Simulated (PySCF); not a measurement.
Computed magnetic data of one metal complex (SC-NEVPT2 in the d shell, PySCF, with spin-orbit coupling):

```csv
T / K,χT / cm³ K mol⁻¹,μeff / μB
2,0.532,2.06
5,1.320,3.25
10,2.317,4.30
20,3.064,4.95
30,3.289,5.13
50,3.422,5.23
75,3.462,5.26
100,3.474,5.27
150,3.484,5.28
200,3.494,5.29
250,3.505,5.29
300,3.517,5.30
```

Powder magnetisation at 2 K: 0.24 μB at 0.5 T, 0.47 μB at 1 T, 0.92 μB at 2 T, 1.34 μB at 3 T, 2.02 μB at 5 T, 2.52 μB at 7 T.

Problem. Which of these complexes, all computed at model or optimised geometries, gave the data?
A. [FeCl6]4- (d6, octahedral)
B. [Mn(NH3)5]3+ (d4, square pyramidal)
C. [CrBr4]2- (d4, tetrahedral)
D. [FeCl4]2- (d6, tetrahedral)

Solution. D. [FeCl4]2- (d6, tetrahedral) has NEVPT2: 2S+1 = 5, 5.30 μB at 300 K, 4.30 μB at 10 K, 2.52 μB at 7 T. The others: [Mn(NH3)5]3+ (d4, square pyramidal) has NEVPT2: 2S+1 = 5, 4.89 μB at 300 K, 4.80 μB at 10 K, 3.50 μB at 7 T; [FeCl6]4- (d6, octahedral) has NEVPT2: 2S+1 = 5, 5.76 μB at 300 K, 5.13 μB at 10 K, 3.69 μB at 7 T; [CrBr4]2- (d4, tetrahedral) has NEVPT2: 2S+1 = 5, 4.75 μB at 300 K, 3.24 μB at 10 K, 1.67 μB at 7 T.

On [FeCl4]2-: The ground state is orbitally degenerate in this regular structure, which would distort (Jahn–Teller), so its moment is that of the undistorted model.
